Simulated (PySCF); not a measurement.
## Two-photon absorption: `O=C([SiH3])/C=C/[O-]`, [C$_{3}$H$_{5}$O$_{2}$Si]-, charge -1

Geometry:
```json
{"atom": "O1", "x (Å)": "-0.526", "y (Å)": "-2.350", "z (Å)": "-0.333"}
{"atom": "C2", "x (Å)": "-0.121", "y (Å)": "-1.187", "z (Å)": "-0.148"}
{"atom": "Si3", "x (Å)": "-1.531", "y (Å)": "0.061", "z (Å)": "0.314"}
{"atom": "C4", "x (Å)": "1.201", "y (Å)": "-0.729", "z (Å)": "-0.243"}
{"atom": "C5", "x (Å)": "1.543", "y (Å)": "0.614", "z (Å)": "-0.013"}
{"atom": "O6", "x (Å)": "2.654", "y (Å)": "1.150", "z (Å)": "-0.064"}
{"atom": "H7", "x (Å)": "-1.754", "y (Å)": "1.190", "z (Å)": "-0.647"}
{"atom": "H8", "x (Å)": "-1.423", "y (Å)": "0.711", "z (Å)": "1.660"}
{"atom": "H9", "x (Å)": "-2.805", "y (Å)": "-0.718", "z (Å)": "0.335"}
{"atom": "H10", "x (Å)": "1.981", "y (Å)": "-1.440", "z (Å)": "-0.504"}
{"atom": "H11", "x (Å)": "0.663", "y (Å)": "1.261", "z (Å)": "0.249"}
```

Total charge -1.

Computed, not measured: PySCF, TDDFT CAM-B3LYP/def2-TZVPD excited states, vertical, gas phase. Geometry: PBE0-D3(BJ)/def2-TZVP.

For a gas-phase anion, states above the detachment energy (about 2.9 eV, taken as minus the energy of the highest occupied orbital) lie in the continuum and depend on the basis.

Problem. How strongly do the lowest singlets absorb one photon, and two photons of half the energy?

Solution. δ for parallel linear polarisation; σ at the peak of a Lorentzian of half width 0.1 eV, single beam; Ω is circular over linear.
```csv
state,E (eV),f,photon λ (nm),δ (au),σ (GM),Ω,main
S1,3.97,0.002,624,4.73,0.03,1.50,HOMO−1→LUMO+2 0.91
S2,4.63,0.001,535,16.4,0.13,1.50,"HOMO→LUMO 0.68, HOMO→LUMO+1 0.25"
S3,4.79,0.296,518,448,3.76,0.52,"HOMO→LUMO+2 0.76, HOMO−1→LUMO 0.16"
S4,4.80,0.000,516,2.01,0.02,1.49,HOMO−2→LUMO+2 0.73
S5,5.01,0.042,495,191,1.75,0.67,"HOMO−1→LUMO 0.45, HOMO−1→LUMO+3 0.20"
S6,5.08,0.004,488,2.71,0.03,1.50,"HOMO→LUMO+1 0.47, HOMO→LUMO 0.28"
```

Among these, the strongest one-photon state is S3, the strongest two-photon state S3.
